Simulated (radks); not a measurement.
Results of a calculation; reference values are marked as such.
Valence configurations of the tungsten ion W+ (all share [Xe]). Code: a radial shooting solver on a logarithmic mesh with Libxc functionals. Model: Dirac Kohn-Sham, PBE, spin-unpolarised, spherical densities, point nucleus; open shells fill j = l - 1/2 first. Energies are relative to 4f14 5d4 6s1; eigenvalues in eV.

| valence | E (eV) | e(4f5/2) | e(4f7/2) | e(5d3/2) | e(5d5/2) | e(6p1/2) |
|---|---|---|---|---|---|---|
| 4f14 5d4 6s1 | 0.000 | -41.269 | -39.032 | -11.906 | - | - |
| 4f14 5d3.5 6s1.5 | 0.034 | -42.687 | -40.450 | -12.820 | - | - |
| 4f14 5d4 6s0.5 6p0.5 | 2.387 | -41.877 | -39.640 | -12.423 | - | -7.613 |
| 4f14 5d3 6s1 6p1 | 5.402 | -45.396 | -43.158 | -14.793 | - | -8.566 |
| 4f13 5d5 6s1 | 31.797 | -50.546 | -48.218 | -13.314 | -12.429 | - |
| 4f13 5d5 6p1 | 36.786 | -51.756 | -49.428 | -14.370 | -13.466 | -8.077 |
| 4f13 5d4 6s1 6p1 | 37.559 | -54.644 | -52.314 | -16.280 | - | -8.732 |
| 4f12.5 5d5 6s1 6p0.5 | 53.694 | -57.434 | -55.058 | -15.534 | -14.546 | -8.181 |
| 4f12 5d5 6s1 6p1 | 78.719 | -64.582 | -62.159 | -17.857 | -16.766 | -8.893 |
| 4f11 5d7 6p1 | 125.58 | -71.686 | -69.170 | -17.186 | -16.042 | -8.316 |

NIST lists [Xe] 4f14 5d4 6s1 as the ground configuration; this level of theory agrees among the configurations tried. The energies are those of spherical spin-averaged densities, not of single terms.
